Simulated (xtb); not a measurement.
H4P2, triplet, geometry from GFN2-xTB (a higher spin typed on purpose: for a closed-shell molecule this is an excited state); GFN2-xTB (xtb).

Input for xtb:
```
$ xtb mol.xyz --gfn 2 --uhf 2 --ohess --json

# file mol.xyz
6

P     -1.22513273    -0.18858373     0.40247436
P      1.15923065     0.20673919    -0.32030056
H     -1.60413451     1.03387345    -0.14579888
H     -1.45834842    -0.84719140    -0.80534801
H      1.54695439    -0.87997430     0.45161677
H      2.50405968     0.42096026    -0.73307690
```

It wrote (shortened):

```
   ID    Z sym.   atoms
    1   15 P      1, 2
    2    1 H      3-6

           -------------------------------------------------
          |                Calculation Setup                |
           -------------------------------------------------

           -------------------------------------------------
          |                 G F N 2 - x T B                 |
           -------------------------------------------------

          ...................................................
          :                      SETUP                      :
          :.................................................:
          :  # basis functions                  24          :
          :  # atomic orbitals                  22          :
          :  # shells                           10          :
          :  # electrons                        14          :
          :  max. iterations                   250          :
          :  Hamiltonian                  GFN2-xTB          :
          :  restarted?                      false          :
          :  GBSA solvation                  false          :
          :  PC potential                    false          :
          :  electronic temp.          300.0000000     K    :
          :  accuracy                    1.0000000          :
          :  -> integral cutoff          0.2500000E+02      :
          :  -> integral neglect         0.1000000E-07      :
          :  -> SCF convergence          0.1000000E-05 Eh   :
          :  -> wf. convergence          0.1000000E-03 e    :
          :  Broyden damping             0.4000000          :
          :  net charge                          0          :
          :  unpaired electrons                  2          :
          ...................................................

 iter      E             dE          RMSdq      gap      omega  full diag
   1     -6.9947956 -0.699480E+01  0.729E+00    3.42       0.0  T
   2     -6.9967114 -0.191587E-02  0.461E+00    3.38       1.0  T
   3     -6.9972367 -0.525292E-03  0.716E-01    3.40       1.0  T
   4     -6.9973801 -0.143344E-03  0.490E-01    3.40       1.0  T
   5     -6.9974074 -0.273698E-04  0.251E-01    3.40       1.0  T
   6     -6.9974117 -0.423741E-05  0.597E-02    3.39       1.0  T
   7     -6.9974122 -0.500282E-06  0.202E-02    3.39       2.0  T
   8     -6.9974122 -0.432435E-07  0.858E-03    3.39       4.8  T
   9     -6.9974122 -0.765322E-08  0.330E-03    3.39      12.4  T
  10     -6.9974122 -0.539467E-09  0.802E-04    3.39      50.9  T
  11     -6.9974122 -0.149413E-09  0.252E-04    3.39     161.8  T

   *** convergence criteria satisfied after 11 iterations ***

 transition dipole moment (au) for excitation:           7           8
     X       Y       Z
  -0.1126  -0.1391  -0.1338  total (au/Debye):    0.223   0.568
 dE (eV)             :    0.920
 oscillator strength :  0.15911E-02

         :::::::::::::::::::::::::::::::::::::::::::::::::::::
         ::                     SUMMARY                     ::
         :::::::::::::::::::::::::::::::::::::::::::::::::::::
         :: total energy              -6.961442525482 Eh    ::
         :: gradient norm              0.000091781819 Eh/a0 ::
         :: HOMO-LUMO gap              3.387215109266 eV    ::
         ::.................................................::
         :: SCC energy                -6.997411927423 Eh    ::
         :: -> isotropic ES            0.001525323454 Eh    ::
         :: -> anisotropic ES         -0.004566901971 Eh    ::
         :: -> anisotropic XC          0.003741988308 Eh    ::
         :: -> dispersion             -0.002590814490 Eh    ::
         :: repulsion energy           0.035969401941 Eh    ::
         :: add. restraining           0.000000000000 Eh    ::
         :: total charge               0.000000000000 e     ::
         :::::::::::::::::::::::::::::::::::::::::::::::::::::

      -----------------------------------------------------------
     |                   =====================                   |
     |                        A N C O P T                        |
     |                   =====================                   |
     |               Approximate Normal Coordinate               |
     |                Rational Function Optimizer                |
      -----------------------------------------------------------
      -----------------------------------------------------------
     |                   =====================                   |
     |                        A N C O P T                        |
     |                   =====================                   |
     |               Approximate Normal Coordinate               |
     |                Rational Function Optimizer                |
      -----------------------------------------------------------

          ...................................................
          :                      SETUP                      :
          :.................................................:
          :   optimization level            normal          :
          :   max. optcycles                   200          :
          :   ANC micro-cycles                  20          :
          :   degrees of freedom                12          :
          :.................................................:
          :   RF solver                   davidson          :
          :   write xtbopt.log                true          :
          :   linear?                        false          :
          :   energy convergence         0.5000000E-05 Eh   :
          :   grad. convergence          0.1000000E-02 Eh/α :
          :   maxmium RF displ.          1.0000000          :
          :   Hlow (freq-cutoff)         0.1000000E-01      :
          :   Hmax (freq-cutoff)         5.0000000          :
          :   S6 in model hess.         20.0000000          :
          ...................................................

generating ANC from exact Hessian ...
[...]
 * total energy  :    -6.9614425 Eh     change       -0.1933298E-10 Eh
   *** GEOMETRY OPTIMIZATION CONVERGED AFTER 1 ITERATIONS ***
         :: total energy              -6.961442525501 Eh    ::
[...]

 ---------------------------------------------------------------------------
     #   Z sym  total        # sym  WBO       # sym  WBO       # sym  WBO
 ---------------------------------------------------------------------------
     1  15 P    2.710 --     3 H    0.972     4 H    0.963     2 P    0.659
     2  15 P    2.546 --     5 H    0.968     6 H    0.870     1 P    0.659
     3   1 H    0.996 --     1 P    0.972
     4   1 H    0.997 --     1 P    0.963
     5   1 H    0.997 --     2 P    0.968
     6   1 H    0.975 --     2 P    0.870
 ---------------------------------------------------------------------------

Topologies differ in total number of bonds
Writing topology from bond orders to xtbtopo.mol

molecular dipole:
                 x           y           z       tot (Debye)
 q only:        0.138      -0.019      -0.164
   full:        0.286      -0.055      -0.325       1.109
molecular quadrupole (traceless):
                xx          xy          yy          xz          yz          zz
 q only:        2.349      -0.243      -0.966       0.066      -0.054      -1.383
  q+dip:        2.675      -1.155      -0.835       1.376      -0.000      -1.840
   full:        1.845      -1.221      -0.167       1.854       0.838      -1.679

           -------------------------------------------------
          |               Frequency Printout                |
           -------------------------------------------------
 projected vibrational frequencies (cm⁻¹)
eigval :       -0.00    -0.00    -0.00    -0.00    -0.00     0.00
eigval :       81.64   182.84   390.20   397.84   548.72   567.24
eigval :     1131.37  1143.26  2014.90  2250.11  2324.39  2352.08
 reduced masses (amu)
   1:  5.83   2: 23.10   3: 28.75   4: 28.31   5: 28.37   6: 28.95   7:  2.34   8: 29.14
   9:  1.52  10:  2.49  11:  3.65  12:  4.21  13:  1.90  14:  1.86  15:  1.75  16:  1.88
  17:  1.97  18:  1.91
 IR intensities (km·mol⁻¹)
   1:  2.50   2:  0.91   3:  0.10   4:  0.34   5:  0.11   6:  0.06   7: 22.68   8:  3.74
   9:  5.07  10: 42.42  11:  8.23  12:  3.43  13:  8.85  14: 90.31  15:201.37  16: 64.69
  17: 87.92  18:133.96
Molecule has no symmetry elements
It seems to be the C1 point group
 Raman intensities (Ä⁴*amu⁻¹)
   1:  0.00   2:  0.00   3:  0.00   4:  0.00   5:  0.00   6:  0.00   7:  0.00   8:  0.00
   9:  0.00  10:  0.00  11:  0.00  12:  0.00  13:  0.00  14:  0.00  15:  0.00  16:  0.00
  17:  0.00  18:  0.00
 output can be read by thermo (or use thermo option).
 writing <g98.out> molden fake output.
 recommended (thermochemical) frequency scaling factor: 1.0
           -------------------------------------------------
          |             Thermodynamic Functions             |
           -------------------------------------------------

c1  symmetry found (for desy threshold:  0.10E+00) used in thermo

          ...................................................
          :                      SETUP                      :
          :.................................................:
          :  # frequencies                          12      :
          :  # imaginary freq.                       0      :
          :  linear?                             false      :
          :  only rotor calc.                    false      :
          :  symmetry                               c1      :
          :  rotational number                       1      :
          :  scaling factor                  1.0000000      :
          :  rotor cutoff                   50.0000000 cm⁻¹ :
          :  imag. cutoff                  -20.0000000 cm⁻¹ :
          :.................................................:

    mode    ω/cm⁻¹     T·S(HO)/kcal·mol⁻¹    T·S(FR)/kcal·mol⁻¹   T·S(vib)
   ------------------------------------------------------------------------
       1     81.64    -1.14822 ( 87.66%)    -0.91053 ( 12.34%)    -1.11890
       2    182.84    -0.68551 ( 99.44%)    -0.67209 (  0.56%)    -0.68543
   ------------------------------------------------------------------------

   temp. (K)  partition function   enthalpy   heat capacity  entropy
                                   cal/mol     cal/K/mol   cal/K/mol   J/K/mol
 298.15  VIB   8.40                 1507.593      9.432      9.188
         ROT  0.207E+05              888.752      2.981     22.728
         INT  0.174E+06             2396.345     12.413     31.916
         TR   0.519E+27             1481.254      4.968     38.461
         TOT                        3877.5994    17.3814    70.3769   294.4568

       T/K    H(0)-H(T)+PV         H(T)/Eh          T*S/Eh         G(T)/Eh
   ------------------------------------------------------------------------
    298.15    0.617935E-02    0.366717E-01    0.334383E-01    0.323335E-02
   ------------------------------------------------------------------------

         :::::::::::::::::::::::::::::::::::::::::::::::::::::
         ::                  THERMODYNAMIC                  ::
         :::::::::::::::::::::::::::::::::::::::::::::::::::::
         :: total free energy          -6.958209176747 Eh   ::
         ::.................................................::
         :: total energy               -6.961442525501 Eh   ::
         :: zero point energy           0.030492324225 Eh   ::
         :: G(RRHO) w/o ZPVE           -0.027258975471 Eh   ::
         :: G(RRHO) contrib.            0.003233348754 Eh   ::
         :::::::::::::::::::::::::::::::::::::::::::::::::::::

optimized geometry written to: xtbopt.xyz

           -------------------------------------------------
          | TOTAL ENERGY               -6.961442525501 Eh   |
          | TOTAL ENTHALPY             -6.924770853278 Eh   |
          | TOTAL FREE ENERGY          -6.958209176747 Eh   |
          | GRADIENT NORM               0.000092172572 Eh/α |
          | HOMO-LUMO GAP               3.387224669387 eV   |
           -------------------------------------------------

normal termination of xtb
```
